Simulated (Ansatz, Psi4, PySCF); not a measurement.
Species: H₃Si₂OCl₂, net charge 0, doublet state. SMILES: [SiH2]O[SiH](Cl)Cl
Geometry from a B3LYP-D3(BJ)/def2-TZVP (Ansatz, a program for electronic structure) optimisation:
```
O
Si 1 1.6140
Si 1 1.6559 2 146.96
H 2 1.4622 1 109.82 3 -177.97
H 3 1.4852 1 106.75 2 169.22
H 3 1.4875 5 111.07 1 118.86
Cl 2 2.0493 4 109.37 1 -120.62
Cl 2 2.0494 4 109.28 1 120.58
```
Charge 0, spin multiplicity 2.

Quantity: atomisation energy, in kcal/mol. Conventions: open shells spin-unrestricted; 6-311+G** with 5d, 6d on Na to Ar in Ansatz; dispersion terms only where a functional's name holds one; six Cartesian d functions in 6-31G* and its kin unless marked 5d; valence correlation only; non-relativistic; LANL2DZ with its own core potentials from Na on; no spin-orbit coupling; atomisation electronic, to ground-state atoms. CBS(X,Y): correlation extrapolated as X^-3; Hartree-Fock from the larger set. Ab initio and DFT rows: single points at B3LYP-D3(BJ) geometries (Ansatz).

Coupled cluster (Ansatz) is a level with limits of its own, used here on species with T1 under 0.025 (0.045 for open shells) and stable references: CCSD(T)/CBS(cc-pV(T+d)Z,cc-pV(Q+d)Z).

Value to compare with, CCSD(T)/CBS(cc-pV(T+d)Z,cc-pV(Q+d)Z) (Ansatz): 641.4 kcal/mol.

```json
[
 {"level": "HF/3-21G", "program": "Ansatz", "atomisation energy (kcal/mol)": "371.6", "difference": "-269.8"},
 {"level": "HF/LANL2DZ", "program": "Ansatz", "atomisation energy (kcal/mol)": "364.9", "difference": "-276.5"},
 {"level": "SVWN5/6-31G*", "program": "Ansatz", "atomisation energy (kcal/mol)": "701.6", "difference": "60.2"},
 {"level": "PBE/STO-3G", "program": "Ansatz", "atomisation energy (kcal/mol)": "743.8", "difference": "102.4"},
 {"level": "BP86/6-31G* (5d)", "program": "PySCF", "atomisation energy (kcal/mol)": "620.2", "difference": "-21.2"},
 {"level": "B3LYP/6-31G**", "program": "Ansatz", "atomisation energy (kcal/mol)": "603.7", "difference": "-37.7"},
 {"level": "B3LYP/def2-SVP", "program": "Ansatz", "atomisation energy (kcal/mol)": "609.2", "difference": "-32.2"},
 {"level": "B3LYP/6-311+G**", "program": "Ansatz", "atomisation energy (kcal/mol)": "599.1", "difference": "-42.3"},
 {"level": "PBE0/6-311+G**", "program": "Ansatz", "atomisation energy (kcal/mol)": "604.8", "difference": "-36.6"},
 {"level": "wB97X-D/6-31G*", "program": "Psi4", "atomisation energy (kcal/mol)": "613.3", "difference": "-28.1"},
 {"level": "MP2/LANL2DZ", "program": "Ansatz", "atomisation energy (kcal/mol)": "465.2", "difference": "-176.2"},
 {"level": "MP2/6-311+G**", "program": "Ansatz", "atomisation energy (kcal/mol)": "593.9", "difference": "-47.5"},
 {"level": "B3PW91/6-31G* (5d)", "program": "PySCF", "atomisation energy (kcal/mol)": "603.9", "difference": "-37.5"},
 {"level": "r2SCAN-D4/def2-TZVPD", "program": "Ansatz + dftd4", "atomisation energy (kcal/mol)": "642.0", "difference": "0.6"},
 {"level": "B3LYP-D3(BJ)/def2-TZVPD", "program": "Ansatz + dftd3", "atomisation energy (kcal/mol)": "631.2", "difference": "-10.2"},
 {"level": "B2PLYP-D3(BJ)/def2-TZVPD", "program": "Ansatz + dftd3", "atomisation energy (kcal/mol)": "629.5", "difference": "-11.9"}
]
```

Among the 13 habitual levels, HF/LANL2DZ lies farthest from CCSD(T)/CBS(cc-pV(T+d)Z,cc-pV(Q+d)Z) (Ansatz) (-276.5 kcal/mol) and BP86/6-31G* (5d) nearest (-21.2); 2 of 13 lie above it, and their mean absolute difference is 89.9 kcal/mol, the median 42.3. One case shows no general order.

The levels are drawn from those run, B3LYP/6-31G* more often than the rest, none by its result; left out are runs that failed, that the program found above a lower state of the same kind, or whose <S^2> lies over 0.5 above the pure value.
